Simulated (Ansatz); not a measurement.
Z-matrix (Å, degrees):
```
Si
H 1 1.4656
H 1 1.4656 2 120.98
C 1 1.7952 2 119.51 3 179.94
H 4 1.0857 1 121.97 2 -179.94
H 4 1.0857 5 116.02 1 -179.94
```
Charge +1, spin multiplicity 2.

Level of theory: frozen-core CCSD(T)/cc-pVTZ // B3LYP-D3(BJ)/def2-TZVP run with Ansatz (a quantum-chemistry and plane-wave program).

HF energy: -328.82495 Ha
MP2 correlation energy: -0.23844 Ha

Estimate the CCSD correlation energy, the (T) correction, the total energy and the T1 diagnostic.


```yaml
CCSD correlation energy: -0.27352 Ha
"(T) correction": -0.00852 Ha
CCSD(T) total energy: -329.10699 Ha
T1 diagnostic: 0.013
```
